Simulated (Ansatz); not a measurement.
Mulliken charges of `[OH][Zr]([OH])([F])[SH]` from ωB97M-V/def2-TZVPP in Ansatz (PBE0-D4/def2-TZVP geometry).

| atom | x (Å) | y (Å) | z (Å) | charge (e) |
| --- | --- | --- | --- | --- |
| O1 | -1.976 | 0.030 | -0.047 | -0.491 |
| Zr2 | -0.100 | -0.064 | -0.355 | 1.277 |
| O3 | 0.812 | -1.342 | 0.727 | -0.492 |
| F4 | 0.250 | -0.497 | -2.183 | -0.394 |
| S5 | 0.766 | 2.186 | 0.170 | -0.362 |
| H6 | -2.895 | -0.075 | 0.179 | 0.173 |
| H7 | 1.104 | -1.987 | 1.364 | 0.172 |
| H8 | 2.040 | 1.749 | 0.146 | 0.116 |

Question: By hand: the dipole of these point charges (1 e Å = 4.8032 D).

Answer: Σ q r = (-0.007, -0.184, 0.293) e Å, of length 0.346 e Å = 1.66 D.

Question: How does the dipole of the full density compare? (Best estimate.)

Answer: The calculation gave: (-0.259, -0.530, 0.455) e Å, 3.58 D; the point charges give 0.46 times that, at 26° from its direction.

Point charges leave out the atoms' own dipoles, such as those of lone pairs, and Mulliken's split depends on the basis, so the two needn't agree.
